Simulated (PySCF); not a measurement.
C₆H₉O₃ (doublet state).
Cartesian coordinates in Å at the GFN2-xTB level; atoms count from 1:
```
atom  x, y, z in Å
C1    -3.125    0.653    0.382
O2    -1.765    0.721    0.470
C3    -1.012   -0.206   -0.224
C4     0.420    0.178   -0.217
C5     1.241   -0.176   -1.202
O6     2.556    0.071   -1.324
C7     3.178    0.815   -0.300
C8    -1.420   -1.630   -0.246
O9    -1.551   -0.784   -1.366
H10   -3.565    0.168   -0.471
H11   -3.607    1.476    0.870
H12    0.714    0.764    0.638
H13    0.878   -0.742   -2.050
H14    4.229    0.880   -0.572
H15    2.752    1.820   -0.230
H16    3.078    0.313    0.667
H17   -0.661   -2.398   -0.332
H18   -2.350   -1.916    0.230
```

The hyperfine couplings belong to this conformer and change with its torsions.

Identity: `[CH2]O[C@@]1(/C=C/OC)CO1` [radical].

Theory: UKS B3LYP, pcH-1 on C H O, non-relativistic, mean-field spin-orbit, GIAO in PySCF 2.14.0. Isolated species at its GFN2-xTB geometry (one conformer only). A GFN2-xTB geometry isn't a minimum of the functional, and hyperfine couplings can be far from their values at a DFT geometry. The SCF solution wasn't tested for stability.

What is the g tensor, term by term?

| Δg (ppm) | 1 | 2 | 3 |
| --- | --- | --- | --- |
| relativistic mass correction | -187 | -187 | -187 |
| gauge correction | -1 | 35 | 40 |
| orbital Zeeman/spin–orbit | 265 | 1356 | 2073 |
| total | 77 | 1203 | 1926 |

So g = 2.00240, 2.00352, 2.00425 and g_iso = 2.00339; the tensor is rhombic: the two nearest values differ by 39 % of g3 − g1. Axes: g3 points within 7° of the O2–C3 bond.

What are the electron Larmor frequencies g μB B/h along the three axes at 340 mT?

9.5289, 9.5342, 9.5377 GHz for g1, g2 and g3, a range of 8.8 MHz.

At 93.608 GHz, how far is the centre of the isotropic spectrum from where a free electron (g = 2.002319) resonates?

B = hν/(g μB) with μB/h = 13.99624 MHz/mT gives 3340.17 mT for the free electron and 3338.38 mT at g_iso, 1.78 mT lower.

What effective moment and Curie constant follow for a powder?

With the mean of g² = 4.0136 and S(S+1) = 0.75: μ_eff = √(⟨g²⟩S(S+1)) = 1.735 μB and χT = 0.12505·⟨g²⟩·S(S+1) = 0.376 cm³ K/mol (cgs; spin-Hamiltonian part alone).

In a frozen sample, at which fields do the three g values resonate at 9.5, 34, 94 and 263 GHz (hyperfine left aside), and which band first spreads them over more than twice a line width of 0.5 mT?

```
band    GHz  B(g3) mT  B(g2) mT  B(g1) mT  spread mT
   X    9.5    338.66    338.78    338.97       0.31
   Q   34.0   1212.04   1212.48   1213.16       1.12
   W   94.0   3350.93   3352.14   3354.02       3.09
   J  263.0   9375.47   9378.86   9384.13       8.66
```

The spread grows in proportion to the frequency. Q band is the first where it exceeds 1.0 mT.

Largest spin populations (Mulliken): C1 (+0.93) and O2 (+0.11). C1 is the only atom above +0.15. The angles at C1 add up to 352.8°, so it is slightly pyramidal.

The HOMO–LUMO gaps are 5.29 eV among the α and 5.19 eV among the β orbitals.
